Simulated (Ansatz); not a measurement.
Cost and result for the atomization energy of Cl2FHOSi, SMILES `O[Si](F)(Cl)Cl` (6 atoms, 5 bonds).

The species carries charge 0 and has multiplicity 1. The geometry is a stationary point of PBE0-D4/def2-TZVP. It is one conformer, not always the lowest. Program: Ansatz. All runs use 2 threads of a server CPU on a shared host. Times are those of one run each, without the atoms' runs, and a repeat can differ threefold. Electronic energies, without spin–orbit coupling; frozen cores. CCSD(T)/CBS adds CCSD(T) − MP2 in def2-TZVPP to the MP2 limit, and its time is that of the two runs behind it. T1 = 0.010. B3LYP takes the VWN-RPA correlation (the form of Gaussian; ORCA's B3LYP/G). HSE06 is the plane-wave form, built on full-range PBE exchange.

CCSD(T)/CBS is a level of theory with its own doubt, some kJ/mol a heavy atom from the limit and from the frozen cores, so smaller differences don't rank the functionals.

```json
{"level": "revPBE-D4/def2-TZVPP", "functions": "202", "wall time": "2.4 s", "atomization (kJ/mol)": "2299.4", "difference from CCSD(T)/CBS": "-59.0", "per bond": "-11.8"}
{"level": "PBE-D4/def2-TZVPP (with forces)", "functions": "202", "wall time": "3.1 s", "atomization (kJ/mol)": "2372.8", "difference from CCSD(T)/CBS": "14.4", "per bond": "2.9"}
{"level": "CCSD(T)/def2-SVP", "functions": "87", "wall time": "3.2 s", "atomization (kJ/mol)": "2106.7", "difference from CCSD(T)/CBS": "-251.7", "per bond": "-50.3"}
{"level": "HSE06-D4/def2-TZVPP", "functions": "202", "wall time": "4.3 s", "atomization (kJ/mol)": "2320.3", "difference from CCSD(T)/CBS": "-38.1", "per bond": "-7.6"}
{"level": "BHLYP-D4/def2-TZVPP", "functions": "202", "wall time": "4.3 s", "atomization (kJ/mol)": "2224.7", "difference from CCSD(T)/CBS": "-133.7", "per bond": "-26.7"}
{"level": "r2SCAN-D4/def2-TZVPP (with forces)", "functions": "202", "wall time": "6 s", "atomization (kJ/mol)": "2357.1", "difference from CCSD(T)/CBS": "-1.3", "per bond": "-0.3"}
{"level": "B3LYP-D4/def2-TZVPP (with forces)", "functions": "202", "wall time": "6 s", "atomization (kJ/mol)": "2300.8", "difference from CCSD(T)/CBS": "-57.6", "per bond": "-11.5"}
{"level": "B2PLYP/def2-TZVPP", "functions": "202", "wall time": "6 s", "atomization (kJ/mol)": "2299.7", "difference from CCSD(T)/CBS": "-58.7", "per bond": "-11.7"}
{"level": "r2SCANh-D4/def2-TZVPP", "functions": "202", "wall time": "7 s", "atomization (kJ/mol)": "2333.1", "difference from CCSD(T)/CBS": "-25.3", "per bond": "-5.1"}
{"level": "ωB97M-V/def2-TZVPP (with forces)", "functions": "202", "wall time": "15 s", "atomization (kJ/mol)": "2355.9", "difference from CCSD(T)/CBS": "-2.5", "per bond": "-0.5"}
{"level": "MP2/def2-QZVPP", "functions": "354", "wall time": "18 s", "atomization (kJ/mol)": "2438.2", "difference from CCSD(T)/CBS": "79.8", "per bond": "16.0"}
{"level": "CCSD(T)/def2-TZVPP", "functions": "202", "wall time": "100 s", "atomization (kJ/mol)": "2270.1", "difference from CCSD(T)/CBS": "-88.3", "per bond": "-17.7"}
{"level": "CCSD(T)/CBS(def2)", "functions": "–", "wall time": "2 min", "atomization (kJ/mol)": "2358.4", "difference from CCSD(T)/CBS": "0.0", "per bond": "0.0"}
```

From BLYP to BHLYP (50 % exact exchange), in def2-TZVPP and without D4, the atomization energy moves by −65.5 kJ/mol: exact exchange takes away binding that semilocal exchange gives to molecules. At CCSD(T), def2-SVP lies −251.7 kJ/mol from the extrapolated value and def2-TZVPP −88.3 kJ/mol: correlation converges slowly with the basis, and small sets miss more of it in the bonded molecule than in its fragments. The D4 term adds +30.7 kJ/mol with B3LYP and +15.7 kJ/mol with PBE0; it sums over pairs of atoms, weighted by their polarisabilities, and B3LYP, whose exchange is more repulsive, gets the larger term.
